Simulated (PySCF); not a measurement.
C3H10BeOSi (SMILES C[CH](C)[Be][O][SiH3]), singlet, geometry from GFN2-xTB (such geometries of metal compounds can be far from the true shape). Base run: B3LYP/6-31G (PySCF).

PySCF was given this input:
```python
from pyscf import gto, scf, dft, solvent

mol = gto.Mole()
mol.atom = '''
    Be    0.05280548    0.14663314    0.24738075
    C    -0.74280178   -0.30856129    1.73491536
    C    -0.40636433   -1.74412887    2.17483384
    C    -2.27419218   -0.18188582    1.65522002
    H    -0.45000306    0.32373386    2.58337478
    H    -0.91652990   -1.98726536    3.10925026
    H    -0.72094313   -2.46772090    1.42607716
    H     0.66285000   -1.86502379    2.33241868
    H    -2.57154529    0.84058940    1.43433684
    H    -2.73168640   -0.47077164    2.60378648
    H    -2.68138880   -0.82666408    0.87956229
    O     0.67857704    0.49198690   -0.95746147
    Si    1.39728131    0.88438057   -2.35346809
    H     0.47748751    0.49187429   -3.42173896
    H     2.65285246    0.13446517   -2.40167112
    H     1.61727965    2.33048311   -2.31648951
'''
mol.basis = '6-31g'
mol.verbose = 4
mol.build()

mf = dft.RKS(mol)
mf.xc = 'b3lyp'
mf.kernel()
mf.analyze()
```

The base run was repeated with changes; each row names its change, and settings that it needs were set with it.

```csv
change,ΔE vs base (kcal/mol),dipole (D),HOMO-LUMO gap (eV)
base,0.000,1.07,7.15
model = ddCOSMO; solvent = methanol,-3.69,1.32,7.14
model = IEF-PCM; solvent = chloroform,-1.12,1.19,7.18
model = IEF-PCM; solvent = methanol; lebedev_order = 11,-1.42,1.25,7.20
model = IEF-PCM; solvent = dichloromethane,-1.35,1.22,7.19
model = IEF-PCM; solvent = methanol; vdw_scale = 1.0,-5.28,1.34,7.13
model = IEF-PCM; solvent = 2-propanol,-1.51,1.24,7.19
model = IEF-PCM; solvent = methanol; vdw_scale = 1.4,-0.549,1.19,7.22
model = IEF-PCM; solvent = methanol; r_probe = 0.5,-0.350,1.18,7.23
model = COSMO; solvent = methanol,-1.58,1.25,7.19
model = SS(V)PE; solvent = methanol,-1.55,1.24,7.19
model = IEF-PCM; solvent = methanol; vdw_scale = 1.1,-2.83,1.29,7.17
```

The base is the gas phase, so ΔE is the electrostatic part of solvation at a fixed geometry, without cavity and dispersion terms.
